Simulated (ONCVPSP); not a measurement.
# Cutoff test, Be (Z = 4), ONCV

```
Element                 : beryllium (Be)
Generator               : ONCVPSP 4.0.1
Type                    : optimised norm-conserving Vanderbilt (ONCV)
Functional              : LDA (Perdew-Wang 92)
Relativity              : scalar-relativistic
Frozen core             : none
Valence charge          : 4
Reference configuration : 1s2 2s1.5 2p0.5
Partial waves           : 1s+2s: rc 0.75 bohr, ncon 4, nbas 8, qcut 20.5 1/bohr, 2 projectors; 2p: rc 4.00 bohr, ncon 4, nbas 8, qcut 3.5 1/bohr, 2 projectors, debl 3.1 Ha
Local potential         : polynomial inside 0.65 bohr (lpopt 5, dvloc0 3 Ha)
Core correction         : none
```

**Question.** For each optimised wave give the share of its norm inside rc, the residual kinetic energy above qcut (Ha) and the cutoffs (Ha) for errors of 10, 1, 0.1 and 0.01 mHa per electron.

**Answer.**

```json
{"wave": "1s", "norm inside rc": "0.893", "residual KE": "5.9e-09", "10 mHa": "91.6", "1 mHa": "119.7", "0.1 mHa": "143.8", "0.01 mHa": "164.0"}
{"wave": "2s", "norm inside rc": "0.021", "residual KE": "1.6e-09", "10 mHa": "52.3", "1 mHa": "87.3", "0.1 mHa": "118.2", "0.01 mHa": "144.8"}
{"wave": "2p", "norm inside rc": "0.751", "residual KE": "1.1e-07", "10 mHa": "2.2", "1 mHa": "3.3", "0.1 mHa": "4.3", "0.01 mHa": "4.9"}
{"wave": "p projector 2", "norm inside rc": "0.230", "residual KE": "4.3e-04", "10 mHa": "5.2", "1 mHa": "5.9", "0.1 mHa": "15.7", "0.01 mHa": "21.1"}
```

The occupied waves need 120 Ha and 144 Ha for 1 and 0.1 mHa.
